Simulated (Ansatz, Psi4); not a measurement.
Ansatz (an electronic-structure program) was given this input:
Ansatz 0.2 input:
```yaml
crystal:
  periodic: [false, false, false]
  atoms:
    - {symbol: C, position_ang: [0.01269615, 0.41171885, -0.01137087]}
    - {symbol: C, position_ang: [1.19873388, -0.11100266, -0.02785296]}
    - {symbol: F, position_ang: [-1.19104254, -0.12604551, 0.03401395]}
    - {symbol: H, position_ang: [1.37985501, -1.18518672, -0.00369633]}
    - {symbol: H, position_ang: [2.07094770, 0.51529918, -0.06708620]}
basis:
  gaussian:
    orbitals: 6-311G__.json
hamiltonian:
  xc: r2scan
magnetization: {spin_polarized: true, initial_magnetization: 1}
accuracy: high
```
The basis file holds 6-311G** in the JSON format of the Basis Set Exchange.

Convert this to an input for Psi4.

Several could match; the one computed here: 
```
memory 2 GB

molecule {
0 2
C     0.01269615    0.41171885   -0.01137087
C     1.19873388   -0.11100266   -0.02785296
F    -1.19104254   -0.12604551    0.03401395
H     1.37985501   -1.18518672   -0.00369633
H     2.07094770    0.51529918   -0.06708620
}

set {
  basis 6-311g**
  reference uks
  scf_type pk
  puream true
  d_convergence 1e-8
  dft_radial_points 99
  dft_spherical_points 590
}

energy('r2scan')
print_variables()
```

Both were run: Ansatz gave -177.100368 Eh and Psi4 -177.100362 Eh, 0.006 mEh apart.
